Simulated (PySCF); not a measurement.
# Shapes and spin states of FIrN

These are results of PySCF, PBE0, basis Ir def2-TZVP with ECP60, N def2-TZVP, F def2-TZVP (scalar-relativistic core potentials, no spin–orbit coupling, density fitting), not measurements.

Relaxations began from a few typed shapes and spin states; open shells are unrestricted. The search is not exhaustive: other isomers or separated fragments can lie lower, and high-lying points may rest on an excited occupation.

| spin | group | bonds | angles | imaginary modes (cm⁻¹) | ΔE (kJ/mol) | ΔE with ZPE (kJ/mol) |
| --- | --- | --- | --- | --- | --- | --- |
| doublet | C∞v | Ir–F 1.889 Å, Ir–N 1.612 Å | F–Ir–N 180.0° | none | 0.0 | 0.0 |
| quartet | Cs | Ir–F 1.893 Å, Ir–N 1.684 Å | F–Ir–N 130.3° | none | 152.8 | 151.9 |
| sextet | Cs | Ir–F 1.931 Å, Ir–N 1.879 Å | F–Ir–N 140.1° | none | 334.8 | 330.5 |
| sextet | C∞v | Ir–F 1.908 Å, Ir–N 1.866 Å | F–Ir–N 180.0° | 109i, 109i | 351.2 | – |

The lowest minimum found is the doublet C∞v: Ir–F 1.889 Å, Ir–N 1.612 Å; F–Ir–N 180.0°.

Formally Ir is in oxidation state +4, d5, with 1 unpaired electron (the high-spin count would be 5). The Mulliken spin on Ir is 0.84. The polar-tensor charge on Ir, 1.06, is far below the formal one.

For the lowest minimum: other spin states or occupations of the open shell can lie lower. Spin–orbit coupling, left out here, can matter for elements this heavy.
